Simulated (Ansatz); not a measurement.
Consider the ligand exchange at the Si–O bond: `OC([SiH3])O[SiH3]` + `O[SiH2][SeH]` → `O[SiH2][Se][SiH3]` + `OC(O)[SiH3]`.

Computed with Ansatz on PBE0-D4/def2-TZVP structures; ΔE is electronic, products minus reactants. CCSD(T)/CBS adds triple-zeta CCSD(T) − MP2 to the extrapolated MP2 energy (def2 sets, frozen cores). DFT in def2-TZVPP. B3LYP here is the variant with VWN-RPA as its local correlation; programs differ in this. For Se outer-core shells are correlated without core-valence functions, which leaves a few kJ/mol of doubt a bond. Scalar relativity is left out up to krypton. One conformer a species, not always the lowest.

```json
{"level": "PBE-D4", "ΔE (kJ/mol)": "6.0", "difference from CCSD(T)/CBS": "-9.9"}
{"level": "r2SCAN-D4", "ΔE (kJ/mol)": "15.6", "difference from CCSD(T)/CBS": "-0.3"}
{"level": "PBE0-D4", "ΔE (kJ/mol)": "6.9", "difference from CCSD(T)/CBS": "-9.0"}
{"level": "B3LYP-D4", "ΔE (kJ/mol)": "22.1", "difference from CCSD(T)/CBS": "6.2"}
{"level": "ωB97X-V", "ΔE (kJ/mol)": "19.2", "difference from CCSD(T)/CBS": "3.3"}
{"level": "ωB97M-V", "ΔE (kJ/mol)": "18.4", "difference from CCSD(T)/CBS": "2.5"}
{"level": "B2PLYP", "ΔE (kJ/mol)": "23.1", "difference from CCSD(T)/CBS": "7.2"}
{"level": "PBE", "ΔE (kJ/mol)": "7.0", "difference from CCSD(T)/CBS": "-8.9"}
{"level": "r2SCAN", "ΔE (kJ/mol)": "15.5", "difference from CCSD(T)/CBS": "-0.4"}
{"level": "PBE0", "ΔE (kJ/mol)": "7.7", "difference from CCSD(T)/CBS": "-8.2"}
{"level": "B3LYP", "ΔE (kJ/mol)": "23.9", "difference from CCSD(T)/CBS": "8.0"}
{"level": "HF/def2-TZVPP", "ΔE (kJ/mol)": "32.3", "difference from CCSD(T)/CBS": "16.4"}
{"level": "MP2/def2-TZVPP", "ΔE (kJ/mol)": "17.3", "difference from CCSD(T)/CBS": "1.4"}
{"level": "SCS-MP2/def2-TZVPP", "ΔE (kJ/mol)": "23.1", "difference from CCSD(T)/CBS": "7.2"}
{"level": "CCSD/def2-TZVPP", "ΔE (kJ/mol)": "22.7", "difference from CCSD(T)/CBS": "6.8"}
{"level": "CCSD(T)/def2-TZVPP", "ΔE (kJ/mol)": "20.7", "difference from CCSD(T)/CBS": "4.8"}
{"level": "HF/def2-QZVPP", "ΔE (kJ/mol)": "33.8", "difference from CCSD(T)/CBS": "17.9"}
{"level": "MP2/def2-QZVPP", "ΔE (kJ/mol)": "15.1", "difference from CCSD(T)/CBS": "-0.8"}
{"level": "SCS-MP2/def2-QZVPP", "ΔE (kJ/mol)": "21.0", "difference from CCSD(T)/CBS": "5.1"}
{"level": "HF/CBS(def2)", "ΔE (kJ/mol)": "34.0", "difference from CCSD(T)/CBS": "18.1"}
{"level": "MP2/CBS(def2)", "ΔE (kJ/mol)": "12.5", "difference from CCSD(T)/CBS": "-3.4"}
{"level": "CCSD/CBS(def2)", "ΔE (kJ/mol)": "17.9", "difference from CCSD(T)/CBS": "2.0"}
{"level": "CCSD(T)/CBS", "ΔE (kJ/mol)": "15.9", "difference from CCSD(T)/CBS": "0"}
```

Largest T1 diagnostic among the species: 0.013.

In def2-TZVPP, CCSD(T) changes the Hartree–Fock value by −11.6 kJ/mol (the triples alone add −2.0 kJ/mol) and MP2 by −15.0 kJ/mol.
